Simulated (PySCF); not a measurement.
Computed with PBE-D3(BJ)/def2-TZVP // r2SCAN-D4/def2-SVP run with PySCF. Isolated molecules, 0 K electronic values unless said otherwise. One relaxed conformer stands for a flexible species; it need not be the lowest. 

Reference species: [Cd(OH)2] (neutral, multiplicity 1).

```yaml
LUMO: -2.35 eV
mean_distance_from_the_central_atom_to_its_bonded_neighbours: 1.961 Å
```

Changed species: [Cd(F)(OH)] (1 of 2 F replaced by OH; the reference has 2 of 2 F replaced by OH).

What does the change do to the LUMO and mean distance from the central atom to its bonded neighbours?

the LUMO drops by 0.46 eV, to -2.81 eV; the mean distance from the central atom to its bonded neighbours drops by 0.022 Å, to 1.939 Å.
